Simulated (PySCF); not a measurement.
rhenium atom (Re), sextet (core potentials on Re); PySCF with DF-HF/def2-SVPD.

Input for PySCF:
```python
from pyscf import gto, scf

mol = gto.M(
    atom='''
Re    0.000000    0.000000    0.000000
''',
    basis='def2-svpd',
    ecp={'Re': 'def2-svpd'},
    charge=0,
    spin=5,
    verbose=4,
)

mf = scf.UHF(mol)
mf = mf.density_fit(auxbasis='def2-universal-jkfit')
mf.kernel()
mf.analyze()
```

Write the output that PySCF gives for this input, abridged.


```
PySCF version 2.14.0

[INPUT] verbose = 4
[INPUT] num. atoms = 1
[INPUT] num. electrons = 15
[INPUT] charge = 0
[INPUT] spin (= nelec alpha-beta = 2S) = 5
[INPUT] symmetry False subgroup None
[INPUT] Mole.unit = angstrom
[INPUT] Symbol           X                Y                Z      unit          X                Y                Z       unit  Magmom
[...]
nuclear repulsion = 0
number of shells = 13
number of NR pGTOs = 60
number of NR cGTOs = 35
basis = def2-svpd
ecp = {'Re': 'def2-svpd'}

******** <class 'pyscf.df.df_jk.DFUHF'> ********
method = DFUHF
initial guess = minao
damping factor = 0
level_shift factor = 0
DIIS = <class 'pyscf.scf.diis.CDIIS'>
diis_start_cycle = 1
diis_space = 8
diis_damp = 0
SCF conv_tol = 1e-09
SCF conv_tol_grad = None
SCF max_cycles = 50
direct_scf = False
number electrons alpha = 10  beta = 5
Set gradient conv threshold to 3.16228e-05
******** <class 'pyscf.df.df.DF'> ********
auxbasis = def2-universal-jkfit
init E= -64.8917594306657

cycle= 1 E= -77.4476283466235  delta_E= -12.6  |g|= 0.348  |ddm|= 5.57
cycle= 2 E= -77.4592099204754  delta_E= -0.0116  |g|= 0.0366  |ddm|= 0.237
cycle= 3 E= -77.4602506848494  delta_E= -0.00104  |g|= 0.0123  |ddm|= 0.148
cycle= 4 E= -77.4604309875114  delta_E= -0.00018  |g|= 0.0051  |ddm|= 0.0452
cycle= 5 E= -77.460509187673  delta_E= -7.82e-05  |g|= 0.0028  |ddm|= 0.0385
cycle= 6 E= -77.460570647794  delta_E= -6.15e-05  |g|= 0.00314  |ddm|= 0.017
cycle= 7 E= -77.4603914466208  delta_E= 0.000179  |g|= 0.00103  |ddm|= 0.0691
cycle= 8 E= -77.4603869214399  delta_E= 4.53e-06  |g|= 0.000363  |ddm|= 0.0131
cycle= 9 E= -77.4603870596244  delta_E= -1.38e-07  |g|= 3.94e-05  |ddm|= 0.00336
cycle= 10 E= -77.4603870623839  delta_E= -2.76e-09  |g|= 1.22e-05  |ddm|= 0.000277
cycle= 11 E= -77.4603870627134  delta_E= -3.29e-10  |g|= 5.41e-06  |ddm|= 5.63e-05
Extra cycle  E= -77.4603870628282  delta_E= -1.15e-10  |g|= 4.86e-06  |ddm|= 1.88e-05
converged SCF energy = -77.4603870628282  <S^2> = 8.7560823  2S+1 = 6.0020271
**** SCF Summaries ****
Total Energy =                         -77.460387062828232
Nuclear Repulsion Energy =               0.000000000000000
One-electron Energy =                 -133.636856775782576
Two-electron Energy =                   56.176469712954351
Two-electron Coulomb Energy =           64.105566661643110
DFT Exchange-Correlation Energy =       -7.929096948688759
**** MO energy ****
                             alpha | beta                alpha | beta
[...]
spin_pop of  0 Re 5s        0.00109
spin_pop of  0 Re 6s        0.99149
spin_pop of  0 Re 7s        0.00260
spin_pop of  0 Re 8s       -0.00006
spin_pop of  0 Re 9s       -0.00009
spin_pop of  0 Re 10s        0.00441
spin_pop of  0 Re 5px       0.01322
spin_pop of  0 Re 5py       0.01337
spin_pop of  0 Re 5pz       0.01011
spin_pop of  0 Re 6px      -0.01490
spin_pop of  0 Re 6py      -0.01508
spin_pop of  0 Re 6pz      -0.01139
spin_pop of  0 Re 7px       0.00050
spin_pop of  0 Re 7py       0.00051
spin_pop of  0 Re 7pz       0.00035
spin_pop of  0 Re 8px       0.00128
spin_pop of  0 Re 8py       0.00129
spin_pop of  0 Re 8pz       0.00116
spin_pop of  0 Re 5dxy      0.03745
spin_pop of  0 Re 5dyz      0.66943
spin_pop of  0 Re 5dz^2     0.67731
spin_pop of  0 Re 5dxz      0.67268
spin_pop of  0 Re 5dx2-y2    0.66495
spin_pop of  0 Re 6dxy     -0.03640
spin_pop of  0 Re 6dyz      0.33050
spin_pop of  0 Re 6dz^2     0.32241
spin_pop of  0 Re 6dxz      0.32723
spin_pop of  0 Re 6dx2-y2    0.33499
spin_pop of  0 Re 5f-3     -0.00000
spin_pop of  0 Re 5f-2     -0.00009
spin_pop of  0 Re 5f-1     -0.00023
spin_pop of  0 Re 5f+0     -0.00010
spin_pop of  0 Re 5f+1     -0.00000
spin_pop of  0 Re 5f+2      0.00000
spin_pop of  0 Re 5f+3      0.00000
In total            10.00000 | 5.00000
Dipole moment(X, Y, Z, Debye): -0.00000,  0.00000, -0.00000
```
